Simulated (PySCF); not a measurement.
PySCF 2.14 output of an unrestricted PBE0 calculation on a single atom or ion in aug-cc-pVDZ (7s6p4d2f, 59 functions), with the non-relativistic Hamiltonian (point nucleus):

```
SCF conv_tol = 1e-09
number electrons alpha = 15  beta = 10
    C. Adamo and V. Barone.,  J. Chem. Phys. 110, 6158 (1999)
    M. Ernzerhof and G. E. Scuseria.,  J. Chem. Phys. 110, 5029 (1999)
cycle= 1 E= -1150.78082736071  delta_E= -0.00561  |g|= 0.0416  |ddm|= 0.305
cycle= 2 E= -1150.78086417864  delta_E= -3.68e-05  |g|= 0.0398  |ddm|= 0.348
cycle= 3 E= -1150.78139593492  delta_E= -0.000532  |g|= 0.00241  |ddm|= 0.153
cycle= 4 E= -1150.78139836685  delta_E= -2.43e-06  |g|= 8.69e-05  |ddm|= 0.0151
cycle= 5 E= -1150.78139837778  delta_E= -1.09e-08  |g|= 1e-05  |ddm|= 0.000934
cycle= 6 E= -1150.78139837798  delta_E= -1.95e-10  |g|= 2.58e-07  |ddm|= 0.000138
converged SCF energy = -1150.78139837798  <S^2> = 8.7612022  2S+1 = 6.0037329
```

The run itself started from symmetry-adapted Hartree-Fock orbitals and held the occupation by maximum overlap, on a logarithmic radial grid, so the iterations belong to that start.

Task: Which element, charge and spin multiplicity is this?

Result: Mn (manganese, neutral), multiplicity 6; the state was [Ar] 3d5 4s2, high-spin 6S determinant.
